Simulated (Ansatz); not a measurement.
Breaking the Ga1–H2 bond in ClGaH2 (SMILES [Cl][GaH2]) (multiplicity 1 held, fragments rigid). Energies count from the point at 1.557 Å.
Geometry at that point (charge 0, multiplicity 1):
```xyz
4

Ga    -0.00290    -0.23189    -0.67117
H     -1.40910    -0.31185    -1.33456
H      1.39794    -0.58224    -1.25326
Cl     0.00594     0.47545     1.37612
```

Restricted levels (R-, RO-) in cc, def2 and unpolarised 6-31G sets keep to the state of the molecule at rest. U- levels take the lowest unrestricted solution at each point, which mixes spins at long bonds. Active spaces are followed from a long bond inwards. Curves can end on different states.

Frozen-core correlation. Filled d and f shells under p-block atoms count as core.

The values were computed with Ansatz (a first-principles code) with Gaussian orbitals. Values without a source in brackets are computed.

Energies in kcal/mol.

| R (Å) | R-HF/def2-SVP | U-CCSD/def2-SVP | R-CCSDT/def2-SVP | R-CCSDT(Q)/def2-SVP | FIC-MRCISD on CASSCF(2,2)/def2-SVP | FIC-MRCISD+Q on CASSCF(2,2)/def2-SVP |
|---|---|---|---|---|---|---|
| 1.246 | 28.9 | 29.5 | 29.7 | 29.7 | 29.5 | 29.4 |
| 1.401 | 5.8 | 6.2 | 6.3 | 6.3 | 6.2 | 6.2 |
| 1.557 | 0.0 | 0.0 | 0.0 | 0.0 | 0.0 | 0.0 |
| 1.713 | 3.6 | 2.9 | 2.8 | 2.8 | 2.8 | 2.9 |
| 1.868 | 12.1 | 10.5 | 10.2 | 10.2 | 10.3 | 10.4 |
| 2.102 | 28.9 | 25.2 | 24.6 | 24.6 | 24.6 | 24.8 |
| 2.335 | 46.8 | 40.4 | 39.1 | 39.0 | 39.0 | 39.3 |
| 2.725 | 74.6 | 61.5 | 58.5 | 58.4 | 58.3 | 58.7 |
| 3.114 | 98.1 | 73.9 | 70.4 | 70.2 | 70.2 | 70.6 |
| 3.581 | 120.6 | 78.8 | 77.2 | 76.9 | 76.9 | 77.3 |
| 4.204 | 142.6 | 80.0 | 80.0 | 79.6 | 79.7 | 80.0 |
| 4.982 | 160.6 | 80.2 | 80.7 | 80.1 | 80.3 | 80.7 |

Doubts at one or more of the structures used: a restricted determinant that unrestricted orbitals would lower (R-HF/def2-SVP, R-CCSDT/def2-SVP, R-CCSDT(Q)/def2-SVP); a spin-contaminated determinant (U-CCSD/def2-SVP); T1 above 0.05 (U-CCSD/def2-SVP, R-CCSDT/def2-SVP, R-CCSDT(Q)/def2-SVP); other coupled-cluster roots lie near (R-CCSDT/def2-SVP, R-CCSDT(Q)/def2-SVP).
